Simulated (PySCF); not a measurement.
**Frontier levels across methods**

C2H9AlSi.
Structure used (PBE0-D3(BJ)/def2-SVP), in Å, numbered top down from 1:
```
atom  x, y, z in Å
Al1    2.367    0.981    0.193
C2     0.472    0.640   -0.215
C3    -0.178   -0.579    0.457
Si4   -1.989   -0.816   -0.020
H5     3.176    0.008    1.163
H6     3.102    2.239   -0.455
H7    -0.088    1.565    0.029
H8     0.385    0.570   -1.318
H9     0.365   -1.508    0.206
H10   -0.122   -0.502    1.557
H11   -2.588   -2.019    0.643
H12   -2.786    0.389    0.375
H13   -2.110   -0.984   -1.503
```

Basis pcSseg-2 throughout (PySCF), one geometry. One conformer (not necessarily the lowest) at the PBE0-D3(BJ)/def2-SVP geometry, without solvent, vibrations or thermal averaging.

Q: How do the orbital energies, the gap and the dipole change with the method?

A: 
| method | kind | HOMO (eV) | LUMO (eV) | gap (eV) | μ (D) | SCF cycles |
| --- | --- | --- | --- | --- | --- | --- |
| BLYP | GGA | -6.02 | -2.15 | 3.87 | 0.27 | 13 |
| OPBE | GGA | -6.09 | -1.92 | 4.17 | 0.31 | 13 |
| B97-D | GGA | -6.12 | -2.13 | 3.99 | 0.29 | 13 |
| PBE | GGA | -6.14 | -2.24 | 3.90 | 0.28 | 13 |
| KT2 | GGA | -6.21 | -2.33 | 3.88 | 0.29 | 13 |
| KT3 | GGA | -6.22 | -2.17 | 4.04 | 0.32 | 13 |
| BP86 | GGA | -6.24 | -2.29 | 3.95 | 0.27 | 13 |
| LDA | LDA | -6.24 | -2.48 | 3.76 | 0.26 | 13 |
| B97-2 | global hybrid | -7.06 | -1.45 | 5.61 | 0.29 | 12 |
| B3LYP | global hybrid | -7.10 | -1.70 | 5.41 | 0.28 | 12 |
| PBE0 | global hybrid | -7.29 | -1.47 | 5.82 | 0.28 | 11 |
| mPW1PW91 | global hybrid | -7.32 | -1.47 | 5.85 | 0.29 | 12 |
| BHandHLYP | global hybrid | -8.38 | -0.76 | 7.63 | 0.29 | 11 |
| CAM-B3LYP | range-separated hybrid | -8.62 | -0.61 | 8.01 | 0.27 | 11 |
| wB97X-D | range-separated hybrid | -9.12 | 0.15 | 9.28 | 0.26 | 12 |
| LC-wPBE | range-separated hybrid | -9.93 | 0.46 | 10.39 | 0.27 | 12 |
| HF | Hartree–Fock | -10.09 | 0.99 | 11.08 | 0.29 | 9 |

The HOMO spans 4.07 eV, from BLYP down to HF, and the gap runs from 3.76 eV (LDA) to 11.08 eV (HF). Over the methods BLYP (0 %), OPBE (0 %), B97-D (0 %), PBE (0 %), KT2 (0 %), KT3 (0 %), BP86 (0 %), LDA (0 %), B97-2 (21 %), B3LYP (20 %), PBE0 (25 %), mPW1PW91 (25 %), BHandHLYP (50 %), HF (100 %), a straight line through the gap against the share of exact exchange rises by 0.72 eV for each 10 % (correlation coefficient 0.999). The dipole ranges from 0.26 D (LDA) to 0.32 D (KT3). This basis has no diffuse functions.
